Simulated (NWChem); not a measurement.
System: C₄H₃FS; SMILES Fc1ccsc1

```xyz
9

F     -0.2575    -2.3164     0.0000
C     -0.0658    -1.0038     0.0000
C      1.2340    -0.4300     0.0000
C      1.1689     0.9371     0.0000
S     -0.4510     1.5052     0.0000
C     -1.0845    -0.0906     0.0000
H      2.1539    -1.0148     0.0000
H      1.9957     1.6461     0.0000
H     -2.1545    -0.2871     0.0000
```
Atoms are numbered in this order, from 1.

The geometry was optimised at PBE0/def2-SVP. B3LYP is NWChem's, with the RPA form of VWN correlation.

Question: Give the principal values of the shielding tensors (ppm) of F1, C2, C3, C4, S5 from B3LYP/6-31G* (spherical d), GIAO (NWChem), with their diamagnetic and paramagnetic parts as GIAO splits them.

Answer: 
```tsv
atom	σ11	σ22	σ33	isotropic	diamagnetic	paramagnetic
F1	217.3	315.7	431.1	321.4	476.6	-155.2
C2	-16.9	56.5	81.9	40.5	247.0	-206.5
C3	12.7	67.3	160.8	80.3	256.8	-176.5
C4	-14.4	61.8	160.6	69.3	260.8	-191.5
S5	236.7	409.8	450.9	365.8	1057.5	-691.7
```
